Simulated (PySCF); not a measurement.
C₄H₄, SMILES C#CC=C. Geometry: PBE-D3(BJ)/def2-SVP.

All values below come from PBE-D3(BJ)/def2-SVP in PySCF.

Harmonic wavenumbers (cm⁻¹): 213, 316, 533, 625, 646, 681, 883, 900, 966, 1065, 1255, 1371, 1627, 2146, 3070, 3087, 3192, 3407. Rotational constants (GHz): 50.68, 4.631, 4.244; symmetry number 1.

Question: Work out the zero-point energy and the ideal-gas rigid-rotor harmonic-oscillator thermochemistry at 298.15 K and 1 atm.

Answer: ZPE = ½ Σ hcν = ½ × 25984 cm⁻¹ = 155.42 kJ/mol. H − E(el) = 169.94 kJ/mol. Entropy in J/(mol K): translation 158.04, rotation 97.46, vibration 23.33, total 278.83. G − E(el) = 86.80 kJ/mol. Cp = 73.08 J/(mol K).
